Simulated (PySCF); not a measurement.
S₃, SMILES [S-]S[S], charge -1, multiplicity 2. Coordinates come from a B3LYP-D3(BJ)/def2-SVPD optimisation.

The numbers are results of PySCF 2.14.0 with B3LYP-D3(BJ)/def2-SVPD, not measurements.

Harmonic wavenumbers (cm⁻¹): 219, 507, 532. Rotational constants (GHz): 19.74, 2.678, 2.358; symmetry number 2.

Question: Work out the zero-point energy and the ideal-gas rigid-rotor harmonic-oscillator thermochemistry at 298.15 K and 1 atm.

Answer: ZPE = ½ Σ hcν = ½ × 1258 cm⁻¹ = 1.80 kcal/mol. H − E(el) = 4.77 kcal/mol. Entropy in cal/(mol K): translation 39.60, rotation 23.98, vibration 3.19, spin 1.38, total 68.15. G − E(el) = -15.55 kcal/mol. Cp = 12.17 cal/(mol K).
